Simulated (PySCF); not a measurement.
Saddle point of GaH₃Cl₂O, singlet (GaHCl₂ ([Cl][GaH][Cl]) + H₂O → GaHCl₂O ([OH][Ga]([Cl])[Cl]) + H₂; bonds formed: H2–H5; dative contacts that become bonds: Ga1–O6; bonds broken: Ga1–H2, H5–O6), PBE0-D4/def2-TZVP structure:

Ga1  (0.134, -0.612, -0.263)
H2  (0.973, 0.931, -0.694)
Cl3  (-0.645, -1.587, -1.977)
Cl4  (1.223, -1.665, 1.235)
H5  (0.195, 1.212, -0.139)
O6  (-0.920, 0.822, 0.439)
H7  (-0.961, 0.900, 1.399)
(Å)

Energies are electronic, without zero-point energy. Barriers and step energies count from the start structure reached by relaxing down the imaginary mode; all methods use the PBE0-D4 structures, on which another method's saddle can fall below an end. Program: PySCF 2.14 with density fitting (its default auxiliary sets; JK sets also for MP2 and CCSD(T)). Basis: def2-TZVPP, with def2-QZVPP for the basis limit. Cores are frozen in the correlated methods. Filled d shells of the heavier atoms are correlated. The def2 sets are not built for correlating such inner shells, so the correlated values are less sure here. B3LYP uses VWN-RPA correlation. Extrapolation: Hartree–Fock as exp(−7.88 √X), correlation as X^−2.97.

```json
{"method": "SPW92", "barrier (kJ/mol)": "?", "step energy (kJ/mol)": "59.4"}
{"method": "PBE-D4", "barrier (kJ/mol)": "118.2", "step energy (kJ/mol)": "38.2"}
{"method": "r2SCAN-D4", "barrier (kJ/mol)": "126.5", "step energy (kJ/mol)": "40.6"}
{"method": "PBE0-D4", "barrier (kJ/mol)": "?", "step energy (kJ/mol)": "47.0"}
{"method": "B3LYP-D4", "barrier (kJ/mol)": "137.4", "step energy (kJ/mol)": "38.6"}
{"method": "BHLYP-D4", "barrier (kJ/mol)": "154.8", "step energy (kJ/mol)": "47.4"}
{"method": "wB97M-V", "barrier (kJ/mol)": "?", "step energy (kJ/mol)": "45.9"}
{"method": "HF", "barrier (kJ/mol)": "184.3", "step energy (kJ/mol)": "46.5"}
{"method": "MP2", "barrier (kJ/mol)": "136.8", "step energy (kJ/mol)": "34.4"}
{"method": "CCSD", "barrier (kJ/mol)": "149.9", "step energy (kJ/mol)": "42.1"}
{"method": "CCSD(T)", "barrier (kJ/mol)": "141.7", "step energy (kJ/mol)": "39.2"}
```

Task: Fill in the withheld barriers. (Judge from chemistry; the value comes from the calculation.)

Result: Computed: PBE0-D4 133.5; wB97M-V 144.7; SPW92 107.7 kJ/mol. Each is the energy of the saddle less that of the start structure, by the same method.

For comparison, the barrier by CCSD(T) at an estimated basis limit (MP2 extrapolated from triple and quadruple zeta, plus CCSD(T) − MP2 in triple zeta) is 143.7 kJ/mol.

T1 diagnostic: at most 0.012.

The step is the kind of ligand exchange by which a precursor binds to a hydroxyl group, or is hydrolysed, in atomic layer deposition of oxides.

Labels in which every atom is bracketed show which atoms are joined, not bond orders.

For scale, one of the runs: CCSD(T)/def2-TZVPP, 205 basis functions, launched by `OMP_NUM_THREADS=4 python run.py`. Hardware: 4 CPU threads of an Arm Neoverse N1, shared host. Wall time 19 min; peak host memory 3.3 GiB.
